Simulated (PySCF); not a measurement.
NbOF₃, SMILES [O]=[Nb]([F])([F])[F], multiplicity 1. Atoms are numbered in the order given.

```xyz
5

Nb     0.0000     0.0000    -0.0245
O      0.0000     0.0000    -1.7161
F      1.5383     0.8882     0.5457
F      0.0000    -1.7763     0.5457
F     -1.5383     0.8882     0.5457
```

Geometry optimised at B3LYP-D3(BJ)/def2-SVP. The spin state was assumed, not searched. The def2 effective core potentials stand for the cores of Nb; spin–orbit coupling is left out.

Method: PySCF with TDDFT-PBE/def2-SVPD.

Vertical excitations; the highest root listed may be one member of a degenerate set. Gas-phase values at a fixed geometry. State labels are in the subgroup Cs.

| state | symmetry | energy (eV) | λ (nm) | f | main pairs |
|---|---|---|---|---|---|
| S1 | A" | 5.72 | 217 | 0.000 | HOMO→LUMO 50 %, HOMO−1→LUMO+1 50 % |
| S2 | A" | 5.88 | 211 | 0.001 | HOMO−1→LUMO+1, HOMO→LUMO (degenerate set) |
| S3 | A' | 5.88 | 211 | 0.001 | HOMO−1→LUMO, HOMO→LUMO+1 (degenerate set) |
| S4 | A' | 6.06 | 205 | 0.013 | HOMO−1→LUMO 43 %, HOMO→LUMO+1 43 % |
| S5 | A' | 6.07 | 204 | 0.001 | HOMO−2→LUMO (degenerate set) |
| S6 | A" | 6.07 | 204 | 0.001 | HOMO−2→LUMO+1 (degenerate set) |
| S7 | A" | 7.33 | 169 | 0.000 | HOMO−1→LUMO+3 50 %, HOMO→LUMO+2 50 % |
| S8 | A" | 7.44 | 167 | 0.001 | HOMO−3→LUMO, HOMO−4→LUMO+1, HOMO−5→LUMO (degenerate set) |
| S9 | A' | 7.44 | 167 | 0.001 | HOMO−3→LUMO+1, HOMO−5→LUMO+1, HOMO−4→LUMO (degenerate set) |
| S10 | A" | 7.54 | 165 | 0.000 | HOMO−1→LUMO+3 45 %, HOMO→LUMO+2 44 % |
| T1 | A' | 5.29 | 234 | 0 | HOMO→LUMO+1 47 %, HOMO−1→LUMO 47 % |
| T2 | A' | 5.46 | 227 | 0 | HOMO−1→LUMO, HOMO→LUMO+1 (degenerate set) |
| T3 | A" | 5.46 | 227 | 0 | HOMO→LUMO, HOMO−1→LUMO+1 (degenerate set) |
| T4 | A" | 5.64 | 220 | 0 | HOMO−1→LUMO+1 50 %, HOMO→LUMO 50 % |
Triplets are in the Tamm–Dancoff approximation, which puts them higher than full response would, so one can lie above its singlet here.
